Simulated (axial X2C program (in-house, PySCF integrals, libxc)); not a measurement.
# NRuN: properties at the nuclei

Calculated with an in-house all-electron X2C program for linear molecules (integrals from PySCF): two-component X2C with atomic mean-field Coulomb and Gaunt terms, Gaussian nuclei, basis N dyall-av3z, Ru dyall-v3z with contracted cores.

N–Ru–N held linear, with bonds 1.689 and 1.689 Å (near the PBE0 minimum at charge 0 of the determinant lowest at the starting distance; the state shown can have its own minimum elsewhere, held linear; other orders of the atoms were not compared).

Determinant lowest in the PBE0 search, Ω = 2 (⟨Sz⟩ = 0.00, ⟨Lz⟩ = 2.00 at PBE0), spin on the atoms N -0.38, Ru 0.76, N -0.38:

```tsv
level	A∥/gI N (MHz)	qzz N (a.u.)	A∥/gI Ru (MHz)	qzz Ru (a.u.)
PBE0	-53.1	0.24	51.6	-1.74
HF	-113	0.30	-78.8	-0.89
r2SCAN	-57.5	0.25	58.4	-2.07
```

A∥ (defined per Ω) follows by multiplying with gI = μI/(I μN); qzz is the electric field gradient, eQq0 = 234.96 MHz × Q/barn × qzz. The operators were transformed with the bare-nucleus X2C matrices; with these basis sets, hyperfine constants and field gradients can be off by tens of per cent, and where levels differ in sign neither size nor sign is settled.

Q: With Q(14N) = 0.02044 barn (Q from Pyykkö, Mol. Phys. 2018), turn the PBE0 values of the first state into constants in MHz.

A: eQq0(14N) = 234.96 × (0.02044) × (0.24) = 1.15 MHz.

The molecule was held linear; bending was not examined, so a bent shape may lie lower.

Each state is one determinant with collinear spin, which with several unpaired electrons need not be a pure state. Unrestricted Hartree–Fock can overshoot spin polarisation at the nuclei. With several open shells hyperfine constants can be off by a factor of several. In the state Ω = 2 the atomic spins oppose each other (-0.38, 0.76, -0.38): a broken-symmetry determinant whose values are not spin-projected. Open-shell Ω = 0 determinants with evenly filled partner blocks cannot be reached by this program, so the Ω shown need not be the lowest component. States lie within half an eV, so the first need not be the ground state. Further determinants of the search, some of them spin-mixed, are not shown. Where a field gradient or hyperfine factor spreads by more than a factor of two over the levels, a constant derived from it is not to be relied on.
